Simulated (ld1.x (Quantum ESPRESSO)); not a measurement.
An all-electron radial function and its pseudo partner (silicon (Si))

Columns: radius, all-electron u(r) and pseudo u(r) of the 3p shell (level -4.08 eV) of silicon in the configuration [Ne] 3s2 3p2; PBE, scalar-relativistic, ultrasoft scheme, ld1.x (Quantum ESPRESSO) 7.5.

| r (bohr) | all-electron | pseudo |
| --- | --- | --- |
| 0.130 | 0.1408 | -0.0079 |
| 0.260 | 0.2488 | -0.0311 |
| 0.390 | 0.2446 | -0.0683 |
| 0.520 | 0.1688 | -0.1173 |
| 0.650 | 0.0604 | -0.1751 |
| 0.780 | -0.0565 | -0.2387 |
| 0.910 | -0.1688 | -0.3046 |
| 1.040 | -0.2701 | -0.3696 |
| 1.170 | -0.3577 | -0.4307 |
| 1.300 | -0.4314 | -0.4854 |
| 1.430 | -0.4919 | -0.5319 |
| 1.560 | -0.5395 | -0.5693 |
| 1.690 | -0.5752 | -0.5972 |
| 1.820 | -0.6002 | -0.6158 |
| 1.950 | -0.6156 | -0.6261 |
| 2.080 | -0.6229 | -0.6293 |
| 2.210 | -0.6235 | -0.6267 |
| 2.340 | -0.6184 | -0.6195 |
| 2.470 | -0.6087 | -0.6089 |
| 2.600 | -0.5953 | -0.5953 |
| 2.730 | -0.5791 | -0.5791 |
| 2.860 | -0.5608 | -0.5608 |
| 2.990 | -0.5408 | -0.5408 |
| 3.120 | -0.5198 | -0.5198 |
| 3.250 | -0.4982 | -0.4982 |
| 3.380 | -0.4762 | -0.4762 |

Problem. How many radial nodes do the two functions have?

Solution. The all-electron 3p function has n − l − 1 = 1; the pseudo-wave has 0, since the states of the same l below it are removed with the core.

Problem. At about which radius was the pseudo-wave matched?

Solution. 2.60 bohr, where the columns begin to agree (steps of 0.13 bohr).

Problem. Is the pseudo-wave norm-conserving?

Solution. No, it belongs to an ultrasoft set: the norm inside the radius is not constrained, and the difference is carried by the augmentation charge.
